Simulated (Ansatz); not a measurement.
**From O to Te: the atomisation energy (no zero-point term)**

One atom is swapped for its congeners: C2H5O (ethoxy radical) `CC[O]`; C2H5Se `CC[Se]`; C2H5Te `CC[Te]`. The S member is missing. All are doublets with charge 0.

Shapes, held fixed at every level: PBE0-D4/def2-TZVP. Programs: Ansatz 0.2.0. Values in eV.

Question: How should the atomisation energy change along the series?

Answer: At CCSD(T)/def2-TZVPP the atomisation energy falls at every step, from 29.53 to 27.98 eV. Every level shows the same order. Open shells run unrestricted unless RO is named. For atoms past krypton def2 sets carry core potentials with scalar relativity. Relativity is left out for Se unless named. Correlated rows may include outer-core shells of Se, Te, which these sets cover unevenly. Spin-orbit coupling, which grows down the group, is left out (summed over each molecule's free atoms 0.02, 0.12, 0.27 eV).

| level | C2H5O | C2H5Se | C2H5Te |
| --- | --- | --- | --- |
| HF/def2-TZVPP | 22.44 | 21.68 | 21.27 |
| PBE-D4/def2-TZVPP | 31.11 | 29.57 | 29.14 |
| B3LYP-D4/def2-TZVPP | 30.45 | 29.08 | 28.67 |
| BHLYP-D4/def2-TZVPP | 29.56 | 28.41 | 28.00 |
| r2SCAN0-D4/def2-TZVPP | 30.10 | 28.86 | 28.38 |
| MP2/def2-TZVPP | 29.67 | 28.55 | 28.14 |
| CCSD(T)/def2-TZVPP | 29.53 | 28.38 | 27.98 |
